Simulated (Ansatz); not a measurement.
Relaxation of the cluster Cd2F2⁺ with UKS r2SCAN-D4/def2-TZVP.

```sh
$ ansatz run in.yaml --threads 4 --pin off --events-out ev --progress --plain --max-ram 3916MiB
```

```yaml
crystal:
  periodic: [false, false, false]
  atoms:
    - {symbol: Cd, position_ang: [0.014190, 1.065380, -0.120250]}
    - {symbol: Cd, position_ang: [0.084800, -1.667860, 0.168410]}
    - {symbol: F, position_ang: [0.323730, 0.472170, 1.613760]}
    - {symbol: F, position_ang: [-0.422720, 0.130310, -1.661920]}
basis:
  gaussian: {orbitals: def2-TZVP}
total_charge: 1
magnetization: {spin_polarized: true, initial_magnetization: 1}
hamiltonian: {xc: r2scan, dispersion: d4}
scf: {lower_state_search: "off"}
output: {orbitals: {seedname: orbitals}}
relax: {f_tol: 0.02, max_steps: 100}
```

Run time 28 s (4 threads of Arm Neoverse V1 on a shared host).

Positions (Å) and forces (eV/Å) at steps 1, 2, 3, 4, 5, 6, 7, 8 of 8:

```xyz
4
step=1 energy=-14559.6001 eV
Cd    0.014    1.065   -0.120    0.094    3.384   -0.327
Cd    0.085   -1.668    0.168   -0.023   -0.772    0.099
F     0.324    0.472    1.614    0.554   -1.027    2.693
F    -0.423    0.130   -1.662   -0.625   -1.584   -2.465
4
step=2 energy=-14560.0470 eV
Cd   -0.049    1.211   -0.122   -0.042    1.185   -0.112
Cd    0.066   -1.815    0.195    0.003    0.172    0.000
F     0.372    0.473    1.631    0.113   -0.648    0.469
F    -0.389    0.132   -1.704   -0.075   -0.708   -0.357
4
step=3 energy=-14560.2923 eV
Cd   -0.078    1.403   -0.136    0.039   -0.066   -0.017
Cd    0.058   -1.812    0.200    0.014    0.515   -0.049
F     0.372    0.365    1.556   -0.182   -0.309   -0.649
F    -0.353    0.044   -1.621    0.129   -0.141    0.715
4
step=4 energy=-14560.5661 eV
Cd   -0.076    1.570   -0.154    0.050   -0.605    0.035
Cd    0.060   -1.746    0.189   -0.014    0.866   -0.124
F     0.336    0.235    1.423   -0.215   -0.212   -0.818
F    -0.321   -0.059   -1.459    0.179   -0.049    0.907
4
step=5 energy=-14560.7171 eV
Cd   -0.034    1.562   -0.162   -0.038    0.860   -0.055
Cd    0.071   -1.560    0.150    0.024   -0.871    0.135
F     0.289    0.146    1.359    0.071    0.026    0.234
F    -0.327   -0.148   -1.346   -0.056   -0.015   -0.314
4
step=6 energy=-14560.6398 eV rejected
Cd   -0.077    1.751   -0.172    0.049   -0.610    0.067
Cd    0.051   -1.738    0.174    0.009    0.485   -0.034
F     0.284    0.123    1.189    0.118    0.128    0.631
F    -0.258   -0.135   -1.191   -0.176   -0.002   -0.664
4
step=7 energy=-14560.7708 eV
Cd   -0.077    1.632   -0.157    0.030   -0.081   -0.021
Cd    0.041   -1.633    0.169    0.022    0.082   -0.046
F     0.322    0.144    1.330   -0.065   -0.014   -0.139
F    -0.286   -0.143   -1.342    0.013    0.014    0.206
4
step=8 energy=-14560.7755 eV
Cd   -0.059    1.638   -0.164    0.001    0.003    0.000
Cd    0.057   -1.638    0.164    0.002   -0.006    0.001
F     0.301    0.142    1.316   -0.004    0.001   -0.009
F    -0.299   -0.142   -1.316    0.000    0.002    0.008
```

In the def2 sets Cd takes a core potential; there is no spin–orbit coupling. The relaxation made no stability test and no search for a lower SCF solution. Another isomer (doublet) lies 0.33 eV lower at PBE0-D4/def2-TZVP; other spin states weren't run for this one.
